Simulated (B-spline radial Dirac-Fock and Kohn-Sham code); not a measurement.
**X-ray form factors of neodymium in several charge states**

Level of theory: Dirac-Fock orbitals of the configuration average with a finite nucleus; a radial B-spline solver.

Configurations: Nd⁴⁰⁺ [Ar] 3d2; Nd⁴²⁺ [Ne] 3s2 3p6; Nd⁴⁴⁺ [Ne] 3s2 3p4; Nd⁴⁵⁺ [Ne] 3s2 3p3. The first column is f₀ of Nd⁴⁰⁺, the others are differences from it.

```csv
s (Å⁻¹),Nd⁴⁰⁺,Δ Nd⁴²⁺,Δ Nd⁴⁴⁺,Δ Nd⁴⁵⁺
0,20.000,-2.000,-4.000,-5.000
0.05,19.986,-1.998,-3.995,-4.994
0.1,19.946,-1.991,-3.980,-4.975
0.15,19.878,-1.980,-3.956,-4.945
0.2,19.784,-1.964,-3.923,-4.903
0.25,19.664,-1.944,-3.880,-4.848
0.3,19.519,-1.920,-3.828,-4.783
0.35,19.350,-1.892,-3.767,-4.707
0.4,19.157,-1.860,-3.699,-4.621
0.45,18.942,-1.824,-3.622,-4.525
0.5,18.707,-1.786,-3.539,-4.420
0.6,18.178,-1.699,-3.353,-4.185
0.7,17.583,-1.602,-3.144,-3.923
0.8,16.934,-1.497,-2.920,-3.640
0.9,16.244,-1.386,-2.683,-3.342
1,15.526,-1.272,-2.440,-3.036
1.1,14.793,-1.157,-2.196,-2.728
1.2,14.057,-1.043,-1.954,-2.423
1.4,12.617,-0.825,-1.495,-1.845
1.6,11.276,-0.627,-1.088,-1.332
```

Values without a named source are computed, but for edge energies of neutral atoms, which are taken from tables.
